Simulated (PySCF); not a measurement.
NP, charge -1, doublet, at a GFN2-xTB geometry (a state made from the parent by changing its charge; the spin is typed, not shown lowest) (in this run its highest filled SCF level lies above zero, so its values depend strongly on the basis, on diffuse functions most of all). Base run: PBE/def2-SVP (PySCF).

PySCF was given this input:
```python
from pyscf import gto, scf, dft, solvent

mol = gto.Mole()
mol.atom = '''
    N    -0.000000   -0.000000   -1.033215
    P     0.000000    0.000000    0.482167
'''
mol.basis = 'def2-svp'
mol.charge = -1
mol.spin = 1
mol.verbose = 4
mol.build()

mf = dft.UKS(mol)
mf.xc = 'pbe'
mf.kernel()
```

The base run was repeated with changes; each row names its change, and settings that it needs were set with it.

```
change                                                ΔE vs base (kJ/mol)
----------------------------------------------------  -------------------
base                                                                 0.00
model = SS(V)PE; solvent = water                                   -281.3
model = COSMO; solvent = water                                     -284.8
model = IEF-PCM; solvent = n-hexane                                -135.0
model = IEF-PCM; solvent = water; lebedev_order = 41               -286.9
model = ddCOSMO; solvent = water                                   -273.7
model = IEF-PCM; solvent = dichloromethane                         -257.3
model = IEF-PCM; solvent = water; r_probe = 0.5                    -241.7
model = IEF-PCM; solvent = toluene                                 -166.9
model = IEF-PCM; solvent = water; vdw_scale = 1.0                  -305.3
model = IEF-PCM; solvent = water; vdw_scale = 1.1                  -299.0
model = IEF-PCM; solvent = water; vdw_scale = 1.4                  -256.4
```

The base is the gas phase, so ΔE is the electrostatic part of solvation at a fixed geometry, without cavity and dispersion terms.

Open shells are given as the SCF converged; they aren't shown to be the lowest states, and a large step between rows can be another state.

The gas-phase anion may not be bound at this level, which the solvent then changes.
